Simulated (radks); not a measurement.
Task: Ionisation of the scandium ion Sc+, [Ar] 3d1 4s1, to [Ar] 3d1 as the strength of local exchange is varied. All-electron calculation, Dirac Kohn-Sham, Slater X-alpha exchange (alpha = 2/3 is LDA exchange), no correlation, spin-unpolarised, spherical densities, point nucleus; open shells are shared between the two j in proportion to 2j + 1. Program: a radial shooting solver on a logarithmic mesh with Libxc functionals.

alpha  E(Sc+) (hartree)  exchange (hartree)  IE (eV)  -e of the level emptied (eV)  <r> of it (bohr)
0.667        -760.44381           -35.28718   12.062                 9.040 (4s1/2)             3.398
0.743        -764.47377           -39.48846   12.478                 9.462 (4s1/2)             3.340
0.769        -765.85668           -40.93407   12.622                 9.609 (4s1/2)             3.321
0.805        -767.77504           -42.94269   12.824                 9.816 (4s1/2)             3.294
0.846        -769.96486           -45.24016   13.055                10.054 (4s1/2)             3.264
x            -773.66221           -49.13036   13.451                10.462 (4s1/2)             3.215

Which alpha was used in the last row?

Result: alpha = 0.915. NIST Atomic Spectra Database: 12.800 eV (measured). The Delta-SCF value meets it near alpha = 0.80. Spin polarisation and multiplet splitting are left out, so open shells lie too high by an amount that depends on their filling.

Beside tabulated values, note that spin-unpolarised runs miss the spin-polarisation part of the exchange energy of open shells.
